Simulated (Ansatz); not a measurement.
Cost and result for the atomization energy of `C[NH][GeH2][NH2]` (12 atoms, 11 bonds).

```xyz
12

C    -0.5635    0.4337    1.8386
N     0.3285   -0.0010    0.7852
Ge   -0.2729   -0.1774   -0.9323
N     1.2517   -0.4572   -1.9087
H     0.0081    0.7710    2.7088
H    -1.2753   -0.3307    2.1828
H    -1.1488    1.2903    1.4923
H     0.9336   -0.7568    1.0726
H    -1.0591    1.1260   -1.2099
H    -1.1767   -1.3999   -1.2281
H     1.8696    0.3395   -1.9688
H     1.1051   -0.8374   -2.8324
```

The species carries charge 0 and has multiplicity 1. Correlated methods include outer-core shells of Ge, which these sets cover unevenly. Scalar relativity is left out up to krypton. The structure was optimised at the PBE0-D4/def2-TZVP level. It is one conformer, not always the lowest. Program: Ansatz. All runs use 4 threads of an Intel Xeon 6975P-C on a shared host. Times are those of one run each, without the atoms' runs, and a repeat can differ threefold. Electronic energies, without spin–orbit coupling; frozen cores. CCSD(T)/CBS adds CCSD(T) − MP2 in def2-TZVPP to the MP2 limit, and its time is that of the two runs behind it. T1 = 0.010. With those shells the extrapolation isn't a true limit. HSE06 is the plane-wave form, built on full-range PBE exchange.

CCSD(T)/CBS is a level of theory with its own doubt, some kJ/mol a heavy atom from the limit and from the frozen cores, so smaller differences don't rank the functionals.

```tsv
level	functions	wall time
revPBE-D4/def2-TZVPP	253	1.1 s
BLYP-D4/def2-TZVPP	253	1.2 s
PBE-D4/def2-TZVPP (with forces)	253	1.4 s
HSE06-D4/def2-TZVPP	253	2 s
BHLYP-D4/def2-TZVPP	253	2.1 s
PBE-QIDH/def2-TZVPP	253	3.2 s
CCSD(T)/def2-SVP	114	4 s
ωB97X-V/def2-TZVPP	253	4.2 s
B97M-V/def2-TZVPP	253	4.3 s
ωB97M-V/def2-TZVPP (with forces)	253	5.5 s
MP2/def2-QZVPP	500	14 s
CCSD(T)/def2-TZVPP	253	53 s
CCSD(T)/CBS(def2)	–	67 s
```

Q: What atomization energy does each give, and how far from CCSD(T)/CBS? (Estimate.)

A: Computed: 
| level | atomization (kcal/mol) | difference from CCSD(T)/CBS | per bond |
| --- | --- | --- | --- |
| revPBE-D4/def2-TZVPP | 940.9 | -12.7 | -1.2 |
| BLYP-D4/def2-TZVPP | 951.2 | -2.4 | -0.2 |
| PBE-D4/def2-TZVPP (with forces) | 963.5 | 9.9 | 0.9 |
| HSE06-D4/def2-TZVPP | 947.8 | -5.8 | -0.5 |
| BHLYP-D4/def2-TZVPP | 926.3 | -27.3 | -2.5 |
| PBE-QIDH/def2-TZVPP | 939.7 | -13.9 | -1.3 |
| CCSD(T)/def2-SVP | 887.4 | -66.2 | -6.0 |
| ωB97X-V/def2-TZVPP | 956.9 | 3.3 | 0.3 |
| B97M-V/def2-TZVPP | 952.9 | -0.7 | -0.1 |
| ωB97M-V/def2-TZVPP (with forces) | 952.1 | -1.5 | -0.1 |
| MP2/def2-QZVPP | 946.4 | -7.2 | -0.7 |
| CCSD(T)/def2-TZVPP | 928.0 | -25.6 | -2.3 |
| CCSD(T)/CBS(def2) | 953.6 | 0.0 | 0.0 |

The D4 term adds +7.9 kcal/mol with B3LYP and +4.1 kcal/mol with PBE0; it sums over pairs of atoms, weighted by their polarisabilities, and B3LYP, whose exchange is more repulsive, gets the larger term. Leaving LDA and LC-ωPBE aside and taking each functional with its dispersion term where it has one, the values spread over 37.3 kcal/mol, from BHLYP-D4 to PBE-D4. LDA lies +128.2 kcal/mol from PBE without D4, its usual overbinding. At CCSD(T), def2-SVP lies −66.2 kcal/mol from the extrapolated value and def2-TZVPP −25.7 kcal/mol: correlation converges slowly with the basis, and small sets miss more of it in the bonded molecule than in its fragments.

B3LYP here is the variant with VWN-RPA as its local correlation; programs differ in this.

For some Ge, Se and Sn compounds the MP2-based and the directly extrapolated limit differ by 10 to 25 kJ/mol.
